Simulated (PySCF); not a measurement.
C8H8FP.
Z-matrix (Å and degrees, GFN2-xTB geometry), rows numbered from 1:
```
F 
C   1  1.3579
C   2  1.3766  1  117.07
C   3  1.3841  2  121.42  1  -179.88
C   4  1.3847  3  122.69  2     0.05
C   5  1.3863  4  124.94  3    -0.16
C   6  1.4771  5  118.70  4   179.92
C   7  1.5074  6  119.98  5  -144.82
C   8  1.4881  7   60.41  6  -109.28
P   2  1.7374  1  114.74  3  -179.96
H   3  1.0806  2  118.21  1     0.15
H   4  1.0799  3  118.55  2   179.93
H   5  1.0833  4  117.62  3   179.76
H   7  1.0841  6  113.91  5     0.38
H   8  1.0812  7  117.04  9   108.49
H   8  1.0794  7  118.19  9  -109.09
H   9  1.0793  7  118.13  8   108.96
H   9  1.0810  7  117.08  8  -108.48
```

NICS is the negative of the GIAO shielding at a point without a nucleus: at the ring centre (0) and 1 Å above and below it (1); zz is the component along the ring normal. Level: GIAO PBE0/pcSseg-1 (PySCF, non-relativistic, gas phase) on the GFN2-xTB geometry, one conformer.

Ring bond lengths (Å), with Mayer bond orders in brackets: C2–C3 1.377 (1.41), C3–C4 1.384 (1.41), C4–C5 1.385 (1.45), C5–C6 1.386 (1.41), C6–P10 1.753 (1.25), P10–C2 1.737 (1.30); C7–C8 1.507 (0.93), C8–C9 1.488 (0.97), C9–C7 1.507 (0.93).

Q: What do the NICS probes read (ppm)?

A: 
| ring | type | NICS(0) | NICS(1), two faces | NICS(1)zz, two faces | rms pucker (Å) | centre to ring atoms, mean (Å) |
| --- | --- | --- | --- | --- | --- | --- |
| C2–C3–C4–C5–C6–P10 | 6-membered ring with P; formal bonds all aromatic | -8.5 | -10.3 / -10.2 | -23.9 / -23.8 | 0.00 | 1.49 |
| C7–C8–C9 | 3-membered carbocycle; formal bonds all single | -42.1 | -7.1 / -7.8 | -25.2 / -23.9 | 0.00 | 0.87 |

Q: What do they say, and how far can they be read as aromaticity?

A: 
- C2–C3–C4–C5–C6–P10: mean NICS(1)zz -23.9 ppm, shielded.
- C7–C8–C9: mean NICS(1)zz -24.6 ppm, shielded. C7, C8, C9 have four or more neighbours, so the value isn't read as a sign of a π ring current. NICS(0) lies 35 ppm below the mean NICS(1).

Q: And the bond-length index? HOMA = 1 − mean of α(R − Ropt)² over the ring bonds, with Krygowski's 1993 parameters (CC: Ropt 1.388 Å, α 257.7 Å⁻²; CP: Ropt 1.698 Å, α 118.91 Å⁻²).

A: 
- C2–C3–C4–C5–C6–P10: HOMA 0.90; the largest term is that of C6–P10, α(R − Ropt)² = 0.36.

Q: At the second NICS(1) probe listed for ring C7–C8–C9, 1 Å off the ring, what do the in-plane components average?

A: The isotropic value is a third of the trace: (3 × -7.8 − (-23.9))/2 = 0.2 ppm.

The run took 48 s of wall time (grids of density and orbitals included) on one thread of an Arm Neoverse V1, shared host with 64 logical CPUs at a one-minute load of 19, and the process peaked at 0.96 GiB of memory. This is the whole shielding run at PBE0/pcSseg-1, SCF included.
